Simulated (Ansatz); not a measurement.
Reaction (ligand exchange at a Ge–C bond): `O/C(S)=[CH]\[GeH3]` + `SS` → `S[S][GeH3]` + `C=C(O)S`

Isolated molecules relaxed with PBE0-D4/def2-TZVP in Ansatz; ΔE leaves out vibrations. CBS: MP2 limit from def2 TZ/QZ plus the TZ coupled-cluster correction, frozen cores. This one scheme is used for every species. Functionals use def2-TZVPP. For Ge outer-core shells are correlated without core-valence functions, which leaves a few kJ/mol of doubt a bond. Scalar relativity is left out up to krypton. Each species was taken in one conformer, which may not be the lowest.

`O/C(S)=[CH]\[GeH3]`:

```xyz
11

O     1.643   -0.552    0.007
C     0.531   -0.605   -0.752
S     0.800   -1.485   -2.249
C    -0.651   -0.044   -0.471
Ge   -1.004    1.039    1.076
H     1.437   -0.077    0.825
H     1.931   -2.082   -1.840
H    -1.457   -0.214   -1.176
H    -1.349    2.490    0.698
H     0.268    1.070    1.961
H    -2.150    0.459    1.921
```

`SS`:

```xyz
4

S     0.660   -0.117    0.904
S    -0.801    0.755   -0.232
H     0.299   -1.405    0.743
H    -0.158    0.766   -1.415
```

`S[S][GeH3]`:

Cartesian coordinates in Å:
```
S 1.869 -1.054 0.645
S 0.143 -1.460 -0.400
Ge -0.963 0.445 -0.027
H 2.565 -0.466 -0.347
H -0.169 1.605 -0.646
H -2.329 0.285 -0.712
H -1.116 0.645 1.486
```

`C=C(O)S`:

```xyz
8

C    -0.995   -0.468    0.717
C     0.001    0.100    0.048
O    -0.083    1.370   -0.417
S     1.532   -0.741   -0.227
H    -1.869    0.113    0.982
H    -0.946   -1.510    0.992
H     0.809    1.714   -0.532
H     1.552   -0.578   -1.564
```

(1) Is it downhill or uphill in electronic energy at CCSD(T)/CBS, and by how much? (Best estimate.)

(2) What do these levels give: B2PLYP, PBE-QIDH, PBE0, HF/def2-SVP, HF/def2-TZVPP, CCSD/CBS(def2)? (Best estimate.)

(3) What do rigid-rotor, harmonic-oscillator terms from PBE0-D4/def2-TZVP frequencies (298.15 K, 1 bar) make of the CCSD(T)/CBS value? (An estimate is asked.)

Largest T1 diagnostic among the species: 0.013.

## Answers

(1) The calculation gave: Downhill: ΔE = -49.1 kJ/mol.

(2) The calculation gave: B2PLYP -51.2, PBE-QIDH -48.4, PBE0 -51.5, HF/def2-SVP -52.0, HF/def2-TZVPP -56.1, CCSD/CBS(def2) -49.7 kJ/mol.

(3) The calculation gave: ΔZPE = +6.6 kJ/mol, ΔH = -43.4 kJ/mol, ΔS = 5 J/(mol·K), ΔG = -44.9 kJ/mol.

At CCSD(T), def2-SVP lies +3.1 kJ/mol from the extrapolated value and def2-TZVPP +3.0 kJ/mol. Leaving LDA and LC-ωPBE aside and taking each functional with its dispersion term where it has one, the values, not all of them listed here, spread over 6.0 kJ/mol, from BLYP-D4 to PBE-QIDH. LDA lies +9.0 kJ/mol from PBE without D4. In def2-TZVPP, CCSD(T) changes the Hartree–Fock value by +9.9 kJ/mol (the triples alone add +0.5 kJ/mol) and MP2 by +9.9 kJ/mol.
